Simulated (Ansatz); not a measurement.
Reaction (formal exchange of groups at the Si–H bond): `[OH][AlH][SiH3]` + `PS` → `[OH][AlH][SiH2]P` + H₂S

Isolated molecules relaxed with PBE0-D4/def2-TZVP in Ansatz; ΔE leaves out vibrations. CCSD(T)/CBS adds triple-zeta CCSD(T) − MP2 to the extrapolated MP2 energy (def2 sets, frozen cores). This one scheme is used for every species. DFT in def2-TZVPP. B3LYP here is the variant with VWN-RPA as its local correlation; programs differ in this. HSE06 is defined as in plane-wave codes. One conformer a species, not always the lowest.

| level | ΔE (kcal/mol) |
| --- | --- |
| PBE-D4 | -5.3 |
| B3LYP-D4 | -4.3 |
| HSE06-D4 | -5.4 |
| BHLYP | -3.1 |
| HF/def2-SVP | -4.4 |
| CCSD(T)/def2-SVP | -6.9 |
| CCSD(T)/def2-TZVPP | -5.4 |
| MP2/def2-QZVPP | -4.8 |

Problem. What does CCSD(T)/CBS give? (Best estimate.)

Solution. The calculation gave: -4.9 kcal/mol. The listed levels differ from it by -0.4, 0.6, -0.5, 1.8, 0.5, -2.0, -0.5, 0.1 kcal/mol.

Largest T1 diagnostic among the species: 0.014.

In def2-TZVPP, CCSD(T) changes the Hartree–Fock value by −3.1 kcal/mol (the triples alone add −0.4 kcal/mol) and MP2 by −2.8 kcal/mol. At CCSD(T), def2-SVP lies −1.9 kcal/mol from the extrapolated value and def2-TZVPP −0.5 kcal/mol.
